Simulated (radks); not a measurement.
Rb22+, 15 electrons, occupied as [Ne] 3s2 3p3.

Calculated with a radial shooting solver on a logarithmic mesh with Libxc functionals: scalar-relativistic Kohn-Sham, PBEsol, spin-polarised, spherical densities, point nucleus; open shells are filled with parallel spins first (spin-orbit coupling, left out, can overturn this in heavy ions).

Energy parts (eV):
part                       energy
total                  -72869.713
kinetic                 74836.681
electron-nucleus      -159998.520
Hartree                 14167.904
exchange-correlation    -1875.777

Orbitals (lengths in bohr, moments of r in powers of bohr; r(max) is where P^2 peaks):
orbital  occ.  eigenvalue (eV)   r(max)
1s up       1        -15986.32  0.02630
1s down     1        -15982.13  0.02630
2s up       1        -2941.213   0.1489
2s down     1        -2937.736   0.1490
2p up       3        -2721.817   0.1189
2p down     3        -2717.119   0.1191
3s up       1        -1068.465   0.4147
3s down     1        -1053.233   0.4150
3p up       3        -997.9814   0.4013
3p down     0        -982.7546   0.4015
3d up       0        -898.7240   0.3283
3d down     0        -885.5783   0.3255
4s up       0        -538.5400   0.8495
4s down     0        -533.2482   0.8540
4p up       0        -510.3112   0.8540
4p down     0        -505.1339   0.8589
4f up       0        -447.1183   0.6515
4f down     0        -438.6950   0.6663

The highest occupied level is 3p up at -997.98 eV. For comparison, the ionisation energy in NIST's Atomic Spectra Database is 1024 eV (semi-empirical). In exact Kohn-Sham theory the highest level is minus the ionisation energy, but local and semilocal functionals leave it too shallow, through self-interaction and a potential that decays too fast; potentials with the right tail come closer. The density falls to 0.001 e/bohr^3 at r = 1.16 bohr. Spin moment in Bohr magnetons: 3.
